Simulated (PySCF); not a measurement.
HfO2, SMILES [O]=[Hf]=[O], multiplicity 1. The structure is a stationary point at PBE-D3(BJ)/def2-TZVP. The spin state was assumed, not searched. The isomer is the one that the SMILES or the coordinates give; other isomers of the formula were not compared. The def2 effective core potentials stand for the cores of Hf; spin–orbit coupling is left out.

Method: PBE-D3(BJ)/def2-TZVP run with PySCF 2.14.0.

Harmonic wavenumbers (cm⁻¹): 296, 799, 881. Rotational constants (GHz): 15.94, 7.687, 5.186; symmetry number 2.

Task: Work out the zero-point energy and the ideal-gas rigid-rotor harmonic-oscillator thermochemistry at 298.15 K and 1 atm.

Result: ZPE = ½ Σ hcν = ½ × 1976 cm⁻¹ = 11.82 kJ/mol. H − E(el) = 23.21 kJ/mol. Entropy in J/(mol K): translation 175.46, rotation 93.57, vibration 7.53, total 276.56. G − E(el) = -59.24 kJ/mol. Cp = 45.22 J/(mol K).
